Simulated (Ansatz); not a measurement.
One change: `CNN` becomes `C[NH][GaH2]`.

Ansatz, PBE0-D4/def2-TZVP geometries, multiplicity 1. Each molecule was computed in one conformer, which needn't be the lowest.

Scalar relativity is left out up to krypton.

```csv
property,`CNN`
zero-point energy (PBE0-D4/def2-TZVP) / kJ/mol,214.7
LUMO energy (B3LYP/def2-TZVPP) / eV,0.60
size of the dipole moment (ωB97M-V/def2-TZVPP) / D,1.87
HOMO energy (ωB97M-V/def2-TZVPP) / eV,-8.98
HOMO–LUMO gap (PBE0/def2-TZVPP) / eV,7.55
LUMO energy (ωB97M-V/def2-TZVPP) / eV,2.37
```

Q: Give the same properties after the change, and the shifts. (Best estimate.)

A: Computed: 
```csv
property,`C[NH][GaH2]`,shift
zero-point energy (PBE0-D4/def2-TZVP) / kJ/mol,177.5,-37.2
LUMO energy (B3LYP/def2-TZVPP) / eV,-1.01,-1.61
size of the dipole moment (ωB97M-V/def2-TZVPP) / D,0.90,-0.97
HOMO energy (ωB97M-V/def2-TZVPP) / eV,-9.04,-0.06
HOMO–LUMO gap (PBE0/def2-TZVPP) / eV,5.99,-1.56
LUMO energy (ωB97M-V/def2-TZVPP) / eV,0.93,-1.44
```

With PBE0 the HOMO falls by 0.16 eV and the LUMO falls by 1.73 eV, so the gap narrows by about 1.57 eV. PBE moves the HOMO by -0.43 eV and ωB97M-V by -0.06 eV. Dipoles are sizes alone; their direction can turn.

B3LYP here is the variant with VWN-RPA as its local correlation; programs differ in this.
